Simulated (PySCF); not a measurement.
Harmonic spectrum computed at PBE0 in the def2-TZVP basis family (core potentials from Rb on, PySCF, no spin–orbit coupling):

| ω (cm⁻¹) | IR (km/mol) |
| --- | --- |
| 334 | 92.6 |
| 369 | 130 |
| 373 | 132 |
| 707 | 141 |
| 1595 | 375 |
| 3955 | 216 |

Question: Which molecule gave it? In each, all ligands are bound to the one heavy central atom.
A. HZr(OH) (triplet)
B. HO(OH) (singlet)
C. HW(OH) (quintet)
D. HMo(OH) (quintet)
E. HTi(OH) (triplet)

Answer: A. It has Cs symmetry with O–H 0.956 Å, Zr–H 1.882 Å, Zr–O 1.910 Å.
